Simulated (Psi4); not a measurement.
NP, charge -1, doublet, at a GFN2-xTB geometry (a state made from the parent by changing its charge; the spin is typed, not shown lowest) (a gas-phase anion, which may not be bound at this level); Psi4 with WB97X-V/pcseg-1.

Input for Psi4:
```
memory 2 GB

molecule {
-1 2
  N    -0.00000000   -0.00000000   -1.03321469
  P     0.00000000    0.00000000    0.48216685
}

set basis pcseg-1
set reference uks

energy('wb97x-v')
print_variables()
```

Problem. What does Psi4 print? Leave out banner, timings and long lists.

Solution. 
```
   => Loading Basis Set <=

    Name: PCSEG-1
    Role: ORBITAL
    Keyword: BASIS

         ---------------------------------------------------------
                                   SCF
               by Justin Turney, Rob Parrish, Andy Simmonett
                          and Daniel G. A. Smith
                              UKS Reference
         ---------------------------------------------------------

  ==> Geometry <==

    Molecular point group: c2v
    Full point group: C_inf_v

    Geometry (in Angstrom), charge = -1, multiplicity = 2:

       Center              X                  Y                   Z               Mass
    ------------   -----------------  -----------------  -----------------  -----------------
         N            0.000000000000     0.000000000000    -1.043583126963    14.003074004430
         P            0.000000000000     0.000000000000     0.471798413037    30.973761998420

  Running in c2v symmetry.

  Rotational constants: A = ************  B =      0.76124  C =      0.76124 [cm^-1]
  Rotational constants: A = ************  B =  22821.53090  C =  22821.53090 [MHz]
  Nuclear repulsion =   36.666414136435890

  Charge       = -1
  Multiplicity = 2
  Electrons    = 23
  Nalpha       = 12
  Nbeta        = 11

  ==> Algorithm <==

  SCF Algorithm Type is DF.
  DIIS enabled.
  MOM disabled.
  Fractional occupation disabled.
  Guess Type is SAD.
  Energy threshold   = 1.00e-06
  Density threshold  = 1.00e-06
  Integral threshold = 1.00e-12

  ==> Primary Basis <==

  Basis Set: PCSEG-1
    Blend: PCSEG-1
    Number of shells: 14
    Number of basis functions: 32
    Number of Cartesian functions: 34
    Spherical Harmonics?: true
    Max angular momentum: 2

  ==> DFT Potential <==

   => LibXC <=

    Version 7.1.2
    S. Lehtola, C. Steigemann, M. J. T. Oliveira, and M. A. L. Marques,  SoftwareX 7, 1–5 (2018) (10.1016/j.softx.2017.11.002)

   => Composite Functional: WB97X-V <=

    wB97X-V Hyb-GGA Exchange-Correlation Functional

    N. Mardirossian and M. Head-Gordon,  Phys. Chem. Chem. Phys. 16, 9904–9924 (2014) (10.1039/C3CP54374A)

    Deriv               =              1
    GGA                 =           TRUE
    Meta                =          FALSE

    Exchange Hybrid     =           TRUE
    MP2 Hybrid          =          FALSE

   => Exchange-Correlation Functionals <=

    1.0000   wB97X-V range-separated functional

   => Exact (HF) Exchange <=

    0.8330            HF,LR [omega = 0.3000]
[...]

   @Spin Contamination Metric:   5.667377771E-03
   @S^2 Expected:                7.500000000E-01
   @S^2 Observed:                7.556673778E-01
   @S   Expected:                5.000000000E-01
   @S   Observed:                5.000000000E-01

    Orbital Energies [Eh]
    ---------------------

    Alpha Occupied:

[...]
    Alpha Virtual:

[...]
    Beta Occupied:

[...]
    Beta Virtual:

[...]
    Final Occupation by Irrep:
             A1    A2    B1    B2
    DOCC [     7,    0,    2,    2 ]
    SOCC [     0,    0,    1,    0 ]
    NA   [     7,    0,    3,    2 ]
    NB   [     7,    0,    2,    2 ]

  @DF-UKS Final Energy:  -395.94940344956950

   => Energetics <=

    Nuclear Repulsion Energy =             36.6664141364358898
    One-Electron Energy =                -625.1770837443589244
    Two-Electron Energy =                 214.8725906799770655
    DFT Exchange-Correlation Energy =     -22.4063731305966982
    Empirical Dispersion Energy =           0.0000000000000000
    VV10 Nonlocal Energy =                  0.0950486089732125
    Total Energy =                       -395.9494034495695018

  UHF NO Occupations:
  HONO-2 :    2 B2 1.9989280
  HONO-1 :    2 B1 1.9987932
  HONO-0 :    3 B1 1.0000000
  LUNO+0 :    4 B1 0.0012068
  LUNO+1 :    3 B2 0.0010720
  LUNO+2 :    8 A1 0.0003620
  LUNO+3 :    9 A1 0.0001453

Computation Completed

Properties will be evaluated at   0.000000,   0.000000,   0.000000 [a0]

Properties computed using the SCF density matrix

 Multipole Moments:

 ------------------------------------------------------------------------------------
     Multipole            Electronic (a.u.)      Nuclear  (a.u.)        Total (a.u.)
 ------------------------------------------------------------------------------------

 L = 1.  Multiply by 2.5417464519 to convert [e a0] to [Debye]
 Dipole X            :          0.0000000            0.0000000            0.0000000
 Dipole Y            :          0.0000000            0.0000000            0.0000000
 Dipole Z            :          1.0622471           -0.4310573            0.6311898
 Magnitude           :                                                    0.6311898

 ------------------------------------------------------------------------------------

  Variable Map:
  ----------------------------------------------------------------------------
[...]
  Array Variable Map:
  ----------------------------------------------------------------------------
[...]
[...]
```
